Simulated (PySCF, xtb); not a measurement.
pent-1-en-4-yne (C₅H₆), SMILES C=CCC#C.

GFN2-xTB run with xtb at its own geometry gives an orbital gap of 5.25 eV and a dipole moment of 0.55 D.

Geometry: B3LYP-D3(BJ)/def2-SVP. The values are those of a single conformer.

What does PBE/def2-TZVP (PySCF) give? (An estimate is asked for; the answer gives what the named calculation found.)

gap 5.38 eV (levels -6.43 and -1.05 eV), dipole 0.61 D.
